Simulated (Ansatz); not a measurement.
Program: Ansatz. Geometries: PBE0-D4/def2-TZVP. ΔE: electronic, gas phase. CBS: MP2 limit from def2 TZ/QZ plus the TZ coupled-cluster correction, frozen cores. This one scheme is used for every species. DFT in def2-TZVPP. B3LYP here is the variant with VWN-RPA as its local correlation; programs differ in this. HSE06 is defined as in plane-wave codes. For Br outer-core shells are correlated without core-valence functions, which leaves a few kJ/mol of doubt a bond. Scalar relativity is left out up to krypton. One conformer a species, not always the lowest.

`C[CH2][AlH][CH2]C` + HBr → `C[CH2][AlH][Br]` + `CC`  (ligand exchange at the Al–C bond)

(1) Is it downhill or uphill in electronic energy at CCSD(T)/CBS, and by how much? (Best estimate.)

(2) What do these levels give: BLYP-D4, r2SCAN0-D4, HSE06-D4, B2PLYP, PBE, PBE0, B3LYP, r2SCANh, CCSD/def2-SVP, CCSD(T)/def2-SVP, HF/def2-TZVPP, HF/def2-QZVPP? (Estimate.)

Largest T1 diagnostic among the species: 0.009.

Answers

(1) The calculation gave: Downhill: ΔE = -46.6 kcal/mol.

(2) Ansatz gave: BLYP-D4 -44.4, r2SCAN0-D4 -47.7, HSE06-D4 -46.0, B2PLYP -47.2, PBE -45.2, PBE0 -46.7, B3LYP -46.9, r2SCANh -47.6, CCSD/def2-SVP -46.6, CCSD(T)/def2-SVP -46.1, HF/def2-TZVPP -51.6, HF/def2-QZVPP -51.3 kcal/mol.

From r2SCAN to r2SCAN0 (25 % exact exchange), in def2-TZVPP and without D4, ΔE moves by −0.8 kcal/mol. The D4 term adds +1.1 kcal/mol with B3LYP and +0.7 kcal/mol with PBE0; it sums over pairs of atoms, weighted by their polarisabilities, and B3LYP, whose exchange is more repulsive, gets the larger term.
